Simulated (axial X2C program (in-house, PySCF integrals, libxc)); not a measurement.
Testing model relations on PSe

A bond curve at the BP86 level, 2c, was computed with an in-house all-electron X2C program for linear molecules (integrals from PySCF) (basis Se dyall-cv3z [8s9p6d4f1g], P dyall-v3z [8s7p2d1f] (cores contracted in-house)) for the state Ω = 1/2 (⟨Sz⟩ = -0.50, ⟨Lz⟩ = 1.00 at BP86). Its fit gives Re = 2.0630 Å, ωe = 543.4 cm⁻¹, ωexe = 1.66 cm⁻¹ and αe = 7.454e-04 cm⁻¹; the masses are 79.9165 and 30.9738 u. Two-component means X2C with spin–orbit coupling and atomic mean-field Coulomb and Gaunt terms.

Q: Find the reduced mass, Be and the force constant.

A: From the BP86 values: μ = 22.3222 u. Be = 16.8576/(μ Re²) = 0.1774 cm⁻¹. k = 5.8918×10⁻⁷ μ ωe² = 3.88 mdyn/Å.

Q: A Morse curve ties αe to the other constants (Pekeris). How well does that hold?

A: αe(Morse) = 6Be²/ωe × (√(ωexe/Be) − 1) = 7.157e-04 cm⁻¹; the BP86 curve gives 7.454e-04 cm⁻¹, a ratio of 0.96.

Q: The dipole moment p changes by 1.84 D/Å at Re. What harmonic infrared intensity follows?

A: I = 42.256 × (dp/dR)²/μ = 6.4 km/mol.

Q: Where do the fundamental and the first overtone lie?

A: ν(1←0) = ωe − 2ωexe = 540.1 cm⁻¹; ν(2←0) = 2ωe − 6ωexe = 1076.8 cm⁻¹.

Q: Estimate the centrifugal constant by the Kratzer relation.

A: D = 4Be³/ωe² = 7.57e-08 cm⁻¹.

The state is a single determinant with fixed occupations, the lowest that a limited PBE0 search found. Density functionals use the spin component along the axis (collinear). The functionals have no current-density term, which raises determinants with orbital currents, atoms included.
